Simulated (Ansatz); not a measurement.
Reaction (atomization): `N[SiH2][SiH](F)S` → F• + 6 H• + N• + S• + 2 Si•

Computed with Ansatz on PBE0-D4/def2-TZVP structures; ΔE is electronic, products minus reactants. CCSD(T)/CBS is the MP2 limit (def2-TZVPP, def2-QZVPP) plus CCSD(T) − MP2 in def2-TZVPP, frozen cores. This one scheme is used for every species, atoms too. No spin–orbit coupling; open shells (•) take unrestricted orbitals. Spin–orbit coupling would lower the free atoms: a little for F, S, Si. Each species was taken in one conformer, which may not be the lowest.

```tsv
species	HF/def2-QZVPP energy (Eh)
`N[SiH2][SiH](F)S`	-1133.04589
F•	-99.41589
H•	-0.49998
N•	-54.40439
S•	-397.51300
Si•	-288.85873
```

(1) Work out ΔE.

Largest T1 diagnostic among the species: 0.012.

Results:

(1) ΔE = 6 × (-0.49998) + 2 × (-288.85873) + (-99.41589) + (-54.40439) + (-397.51300) − (-1133.04589) = 0.99527 Eh = +2613.1 kJ/mol. CCSD(T)/CBS gives +3648.9 kJ/mol.

In def2-TZVPP, CCSD(T) changes the Hartree–Fock value by +921.9 kJ/mol (the triples alone add +51.9 kJ/mol) and MP2 by +960.6 kJ/mol; breaking electron pairs costs correlation energy, which Hartree–Fock lacks. From PBE to PBE0 (25 % exact exchange), in def2-TZVPP and without D4, ΔE moves by −51.4 kJ/mol: exact exchange takes away binding that semilocal exchange gives to molecules.

For atomizations the MP2-based limit and the directly extrapolated one differ by several kJ/mol either way, and by 10 to 25 for some Ge, Se and Sn compounds, so smaller differences from it don't rank the levels.
